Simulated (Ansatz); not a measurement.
C3H8Si, SMILES `C=[Si](C)C` (charge 0, multiplicity 1).

Cartesian coordinates (Å):
SMILES: C=[Si](C)C
```xyz
12

C     -1.0357    -1.6619     0.0407
Si    -0.1373    -0.2204     0.0070
C      1.7231    -0.1890    -0.0566
C     -0.9277     1.4651     0.0269
H     -2.1193    -1.6683     0.0741
H     -0.5648    -2.6383     0.0257
H      2.0765     0.3168    -0.9592
H      2.1203    -1.2051    -0.0523
H      2.1363     0.3482     0.8013
H     -0.5891     2.0475     0.8880
H     -2.0139     1.3745     0.0763
H     -0.6684     2.0309    -0.8720
```
Charge 0, multiplicity 1.

Frozen-core energies in 6-31g from Ansatz (a program for electronic structure) at a geometry from PBE0-D3(BJ)/def2-TZVP; the HF reference has <S^2> = 0.00 (restricted, and unstable towards unrestricted orbitals) and the T1 diagnostic is 0.011.

| level | energy (Ha) |
|---|---|
| HF | -407.05379 |
| MP2 | -407.38552 |
| CCSD | -407.43427 |
| CCSD(T) | -407.44413 |

Question: Estimate the energies of CCSDT and CCSDT(Q), and give each level's difference from CCSDT(Q).

Answer: 
| level | energy (Ha) | difference from CCSDT(Q) (mHa) |
|---|---|---|
| MP2 | -407.38552 | 60.17 |
| CCSD | -407.43427 | 11.41 |
| CCSD(T) | -407.44413 | 1.55 |
| CCSDT | -407.44497 | 0.72 |
| CCSDT(Q) | -407.44569 | 0.00 |
